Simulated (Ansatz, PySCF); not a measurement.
System: CH4Al, net charge 1, singlet state. It need not be the lowest isomer of its formula. 
Geometry from a B3LYP-D3(BJ)/def2-TZVP (Ansatz, a quantum-chemistry and plane-wave program) optimisation:
```xyz
6

Al    -0.3948    -0.5491    -0.2673
C      0.6401     0.8904     0.4334
H      0.4530     0.9983     1.5051
H      0.3717     1.8232    -0.0694
H      1.7046     0.6964     0.2768
H     -1.2381    -1.7221    -0.8383
```
Charge +1, spin multiplicity 1.

Property: vertical ionisation energy (to the doublet state of charge +2; each state is the SCF solution reached for its spin; the molecule has degenerate orbitals, so one determinant may break the symmetry), in eV. Cores are frozen in the correlated levels unless marked. UHF or UKS for open shells. No spin-orbit coupling. Non-relativistic. CBS marks a two-point X^-3 extrapolation of the correlation energy; Hartree-Fock from the larger set. The bracket is a focal-point correction in the basis named.

| level | program | vertical ionisation energy (eV) |
|---|---|---|
| HF/def2-TZVPPD | Ansatz | 16.52 |
| r2SCAN/def2-TZVPD | Ansatz | 17.30 |
| PBE0/def2-TZVPD | Ansatz | 17.41 |
| BHLYP/def2-TZVPD | Ansatz | 17.38 |
| CAM-B3LYP/def2-TZVPD | Ansatz | 17.53 |
| MP2/aug-cc-pV(T+d)Z | Ansatz | 17.69 |
| RI-MP2/aug-cc-pV(T+d)Z | Ansatz | 17.69 |
| RI-MP2/aug-cc-pV(Q+d)Z | Ansatz | 17.74 |
| RI-MP2/def2-TZVPPD | Ansatz | 17.68 |
| RI-MP2/CBS(aug-cc-pV(T+d)Z,aug-cc-pV(Q+d)Z) | Ansatz | 17.78 |
| RI-MP2/CBS(def2-TZVPPD,def2-QZVPPD) | Ansatz | 17.78 |
| CCSD/aug-cc-pV(D+d)Z | Ansatz | 17.48 |
| CCSD(T)/def2-TZVPPD | Ansatz | 17.58 |
| RI-MP2/CBS(def2-TZVPPD,def2-QZVPPD)+[CCSD(T)-MP2]/def2-TZVPPD | Ansatz | 17.68 |
| RI-MP2/CBS(aug-cc-pV(T+d)Z,aug-cc-pV(Q+d)Z)+[CCSD(T)-MP2]/aug-cc-pV(T+d)Z | Ansatz | 17.68 |

For comparison, minus the highest occupied orbital energy (PySCF): 13.90 eV at M06-L/def2-TZVPD, 14.29 eV at TPSSh/def2-TZVPD, 14.99 eV at PW6B95/def2-TZVPD.
